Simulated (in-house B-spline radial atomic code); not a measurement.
Configurations of P VI (P5+), with energies counted from [He] 2s2 2p6. Method: non-relativistic CAM-B3LYP, spin-polarised, spherical fractional occupations, exact exchange averaged over the configuration, point nucleus. Calculated with a radial B-spline atomic code at the basis-set limit. Shells without spins written out take the highest spin.

Occupations are held fixed; configurations that lie above the ionisation limit could autoionise.

| configuration | E - E(ref) (eV) | highest orbital | its <r> (bohr) |
| --- | --- | --- | --- |
| [He] 2s2 2p5 3p1 | 146.45 | 3p up | 1.526 |
| [He] 2s1 2p6 3s1 | 183.63 | 3s up | 1.462 |
| [He] 2s1 2p6 3p1 | 195.28 | 3p up | 1.531 |

Problem. Order these further configurations by energy, lowest first.
A. [He] 2s2 2p5 3d1
B. [He] 2s2 2p5 3s1
C. [He] 2s1 2p6 3d1

Solution. B (134.89 eV), A (162.27 eV), C (210.84 eV).
